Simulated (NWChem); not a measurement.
System: H₂BO₂, doublet; SMILES O[B]O

Excerpt of the output:

```
             Northwest Computational Chemistry Package (NWChem) 7.3.0
             --------------------------------------------------------

                             Geometry "geometry" -> ""
                             -------------------------

 Output coordinates in angstroms (scale by  1.889725989 to convert to a.u.)

  No.       Tag          Charge          X              Y              Z
 ---- ---------------- ---------- -------------- -------------- --------------
    1 O                    8.0000    -1.22182900     0.00000000     0.03932500
    2 B                    5.0000     0.00000000     0.00000000    -0.54469300
    3 O                    8.0000     1.22182900     0.00000000     0.03932500
    4 H                    1.0000    -1.21355400     0.00000000     1.01663800
    5 H                    1.0000     1.21355400     0.00000000     1.01663800

 Effective nuclear repulsion energy (a.u.)      59.9035409238

                              NWChem Property Module
                              ----------------------

  itol2e modified to match energy
  convergence criterion.

                                 NWChem DFT Module
                                 -----------------

 Summary of "ao basis" -> "ao basis" (spherical)
 ------------------------------------------------------------------------------
       Tag                 Description            Shells   Functions and Types
 ---------------- ------------------------------  ------  ---------------------
 O                           6-31g*                  6       14   3s2p1d
 B                           6-31g*                  6       14   3s2p1d
 H                           6-31g*                  2        2   2s

  itol2e modified to match energy
  convergence criterion.

            General Information
            -------------------
          SCF calculation type: DFT
          Wavefunction type:  spin polarized.
          No. of atoms     :     5
          No. of electrons :    23
           Alpha electrons :    12
            Beta electrons :    11
          Charge           :     0
          Spin multiplicity:     2
          Use of symmetry is: off; symmetry adaption is: off
          Maximum number of iterations: 150
          AO basis - number of functions:    46
                     number of shells:    22
          Convergence on energy requested:  1.00D-07
          Convergence on density requested:  1.00D-05
          Convergence on gradient requested:  5.00D-04

              XC Information
              --------------
                  TPSS hybrid Method XC Functional
                     Hartree-Fock (Exact) Exchange  0.100
                  TPSS metaGGA Exchange Functional  0.900
             TPSS03 metaGGA Correlation Functional  1.000

             Grid Information
             ----------------
          Grid used for XC integration:  fine
          Radial quadrature: Mura-Knowles
          Angular quadrature: Lebedev.
          Tag              B.-S. Rad. Rad. Pts. Rad. Cut. Ang. Pts.
          ---              ---------- --------- --------- ---------
          O                   0.60       70           8.0       590
          B                   0.85       70           7.0       590
          H                   0.35       60           8.0       590
          Grid pruning is: on
          Number of quadrature shells:   330
          Spatial weights used:  Erf1

      Superposition of Atomic Density Guess
      -------------------------------------

 Sum of atomic energies:        -175.03125804

      Non-variational initial energy
      ------------------------------

 Total energy =    -175.974883
 1-e energy   =    -357.917002
 2-e energy   =     122.038578
 HOMO         =      -0.111368
 LUMO         =       0.123387

[...]

          ----------------------
          Hyperfine Interactions
          ----------------------

 Total Spin Density (Fermi Contact Term)
 ------------------ --------------------
     Atom            x         y         z       Density (a.u.)      Aiso(MHz)     Aiso(Gauss)
     1  17-O     -2.30892   0.00000   0.07431       0.238241       -144.420993     -51.532914
     2  11-B      0.00000   0.00000  -1.02932       0.503080        721.601282     257.484846
     3  17-O      2.30892   0.00000   0.07431       0.238241       -144.420994     -51.532915
     4   1-H     -2.29328   0.00000   1.92117       0.020488         91.577967      32.677241
     5   1-H      2.29328   0.00000   1.92117       0.020488         91.577967      32.677241

           -------------------------------------------
           Anisotropic Interaction (Spin-Dipolar Term)
           -------------------------------------------

 ------------------------------------------------------------
     Atom            x         y         z
 ------------------------------------------------------------
     1  17-O     -2.30892   0.00000   0.07431

   Spin-Dipolar term (a.u.)
        xx             yy             zz             xy             xz             yz
 ------------------------------------------------------------------------------------------
       0.056829      -0.077977       0.021148      -0.000000      -0.058737       0.000000

   Principal Comp. of -hf- tensor (au)            Anisotropic -hfcc- (MHz)               Anisotropic -hfcc- (Gauss)
 --------------------------------------------------------------------------------------------------------------------------
      0.100375    -0.077977    -0.022397      -7.263054     5.642391     1.620663      -2.591634     2.013342     0.578292

   Orientation of the principal axis of Hyperfine Tensor w.r.t absolute (molecular) frame
 --------------------------------------------------------------------------------------------------------------------------
      0.803313    -0.000000     0.595557
     -0.000000     1.000000     0.000000
     -0.595557    -0.000000     0.803313

 ------------------------------------------------------------
     Atom            x         y         z
 ------------------------------------------------------------
     2  11-B      0.00000   0.00000  -1.02932

   Spin-Dipolar term (a.u.)
        xx             yy             zz             xy             xz             yz
 ------------------------------------------------------------------------------------------
      -0.194819      -0.146248       0.341067      -0.000000      -0.000000       0.000000

   Principal Comp. of -hf- tensor (au)            Anisotropic -hfcc- (MHz)               Anisotropic -hfcc- (Gauss)
 --------------------------------------------------------------------------------------------------------------------------
     -0.194819    -0.146248     0.341067     -33.355850   -25.039887    58.395737     -11.902177    -8.934839    20.837016

   Orientation of the principal axis of Hyperfine Tensor w.r.t absolute (molecular) frame
 --------------------------------------------------------------------------------------------------------------------------
      1.000000    -0.000000    -0.000000
      0.000000     1.000000     0.000000
      0.000000    -0.000000     1.000000

 ------------------------------------------------------------
     Atom            x         y         z
 ------------------------------------------------------------
     3  17-O      2.30892   0.00000   0.07431

   Spin-Dipolar term (a.u.)
        xx             yy             zz             xy             xz             yz
 ------------------------------------------------------------------------------------------
       0.056829      -0.077977       0.021148      -0.000000       0.058737      -0.000000

   Principal Comp. of -hf- tensor (au)            Anisotropic -hfcc- (MHz)               Anisotropic -hfcc- (Gauss)
 --------------------------------------------------------------------------------------------------------------------------
      0.100375    -0.077977    -0.022397      -7.263054     5.642390     1.620664      -2.591634     2.013342     0.578292

   Orientation of the principal axis of Hyperfine Tensor w.r.t absolute (molecular) frame
 --------------------------------------------------------------------------------------------------------------------------
      0.803313     0.000000    -0.595557
     -0.000000     1.000000    -0.000000
      0.595557     0.000000     0.803313

 ------------------------------------------------------------
     Atom            x         y         z
 ------------------------------------------------------------
     4   1-H     -2.29328   0.00000   1.92117

   Spin-Dipolar term (a.u.)
        xx             yy             zz             xy             xz             yz
 ------------------------------------------------------------------------------------------
       0.002493      -0.005310       0.002817      -0.000000      -0.008496      -0.000000

   Principal Comp. of -hf- tensor (au)            Anisotropic -hfcc- (MHz)               Anisotropic -hfcc- (Gauss)
 --------------------------------------------------------------------------------------------------------------------------
     -0.005842    -0.005310     0.011152      -3.117067    -2.833321     5.950388      -1.112245    -1.010998     2.123243

   Orientation of the principal axis of Hyperfine Tensor w.r.t absolute (molecular) frame
 --------------------------------------------------------------------------------------------------------------------------
      0.713809    -0.000000    -0.700341
      0.000000     1.000000    -0.000000
      0.700341    -0.000000     0.713809

 ------------------------------------------------------------
     Atom            x         y         z
 ------------------------------------------------------------
     5   1-H      2.29328   0.00000   1.92117

[...]
```

Level: TPSSh/6-31G* (spherical d), spin-unrestricted, contact and dipolar terms. In the optimisation the excess spin sits in a1 (C2v, its own frame). Geometry: optimised at B3LYP/6-31G* (spherical d), spin-unrestricted. No stability test was run on the SCF state.

Q: Reconstruct the input file.

A: This is not unique; one that fits is the input that was run:
```
start job
memory heap 200 mb stack 900 mb global 1100 mb
geometry units angstroms noautosym nocenter noautoz
  O     -1.221829     0.000000     0.039325
  B      0.000000     0.000000    -0.544693
  O      1.221829     0.000000     0.039325
  H     -1.213554     0.000000     1.016638
  H      1.213554     0.000000     1.016638
end
basis spherical
  * library 6-31g*
end
dft
  odft
  mult 2
  xc xctpssh
  iterations 150
end
property
  hyperfine
end
task dft property
```
